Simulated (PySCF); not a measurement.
## Electron correlation in Tl⁻ (thallium, charge -1)

[Xe] 4f14 5d10 6s2 6p2, high-spin 3P determinant. Computed with PySCF 2.14 in def2-TZVPPD with the def2 core potential (60 electrons), with scalar relativity through the core potential. Frozen: nothing; 22 electrons correlated.

MP2 pair energies summed by pair of shells (mhartree):

```tsv
pair	energy	share (%)
5d-5d	-219.18	50.5
5d-6s	-78.72	18.1
5p-5d	-47.77	11.0
5d-6p	-22.23	5.1
6s-6p	-18.02	4.1
6s-6s	-13.31	3.1
5p-5p	-12.11	2.8
5s-5d	-6.73	1.5
5p-6s	-5.95	1.4
5s-5p	-4.42	1.0
6p-6p	-3.31	0.8
5p-6p	-1.27	0.3
5s-5s	-0.88	0.2
5s-6s	-0.33	0.1
5s-6p	-0.06	0.0
```

Total MP2 correlation energy: -434.30 mhartree.

Same-spin part -157.57 and opposite-spin part -276.73 mhartree; SCS-MP2 scales them by 1/3 and 6/5 to -384.60 mhartree.

The basis has no tight functions for the innermost shells, so their pair energies are far from complete.

This basis was not built for core-valence correlation, so the inner-shell part is incomplete.

Spin-orbit coupling is strong in this species, so the high-spin LS determinant is a model state.
